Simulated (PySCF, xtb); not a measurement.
C₉H₉N₃, SMILES Cn1cccc1-c1ncccn1.

GFN2-xTB run with xtb 6.7.1 at its own geometry gives an orbital gap of 2.68 eV and a dipole moment of 2.31 D.

Coordinates come from a B3LYP-D3(BJ)/def2-SVP optimisation. The structure was generated by enumeration, and PubChem lists no compound with its InChIKey, so it may never have been made. The values are those of a single conformer.

Problem. What does CAM-B3LYP/def2-SVP run with PySCF give? (Estimate from the structure and the level; the computed values follow.)

Solution. gap 6.97 eV (levels -6.97 and -0.01 eV), dipole 2.36 D.
